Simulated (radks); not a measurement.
Problem. The tungsten ion W61+, configuration [Ne] 3s2 3p1. Method: non-relativistic Kohn-Sham, LDA (Slater exchange, Perdew-Wang correlation), spin-unpolarised, spherical densities, point nucleus; relativity is left out, which matters for an element this heavy; computed with a radial shooting solver on a logarithmic mesh with Libxc functionals. Some entries of the table are withheld. Estimate them.

| orbital | occ. | eigenvalue (eV) | r(max) (bohr) |
|---|---|---|---|
| 1s | 2 | -68663.54 | (1) |
| 2s | 2 | (2) | (3) |
| 2p | 6 | -14804.85 | (4) |
| 3s | 2 | (5) | (6) |
| 3p | 1 | -6192.519 | 0.1784 |

Solution. 
(1) 1s r(max) (bohr): 0.01359
(2) 2s eigenvalue (eV): -15168.62
(3) 2s r(max) (bohr): 0.07348
(4) 2p r(max) (bohr): 0.05697
(5) 3s eigenvalue (eV): -6325.922
(6) 3s r(max) (bohr): 0.1911
